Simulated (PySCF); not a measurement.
BH2O2, multiplicity 2. Atoms are numbered in the order given.

```xyz
5

O      0.0000     1.2312     0.0374
B      0.0000     0.0000    -0.5272
O      0.0000    -1.2312     0.0374
H      0.0000     1.2518     1.0188
H      0.0000    -1.2518     1.0188
```
Charge 0, spin multiplicity 2.

Geometry: PBE-D3(BJ)/def2-TZVP. The isomer is the one that the SMILES or the coordinates give; other isomers of the formula were not compared. The values are those of a single conformer.

These are ωB97X/def2-TZVPD run with PySCF values and carry that method's errors.

The molecule is in vacuum.

```yaml
total_energy: -176.54813 hartree
point_group: C2v
"α spin, highest occupied and lowest empty level": -8.21 and 1.08 eV
"β spin, highest occupied and lowest empty level": -12.43 and -0.17 eV
dipole_moment: 3.26 D
quadrupole, principal values (traceless, Buckingham form, about the centre of nuclear charge): -3.93, -0.25, 4.18 D·Å
mean_static_polarisability: 28.8 bohr³ (4.27 Å³)
polarisability_principal_values: 24.2, 30.0, 32.1 bohr³
"⟨S²⟩": 0.752 (pure state 0.75)
```
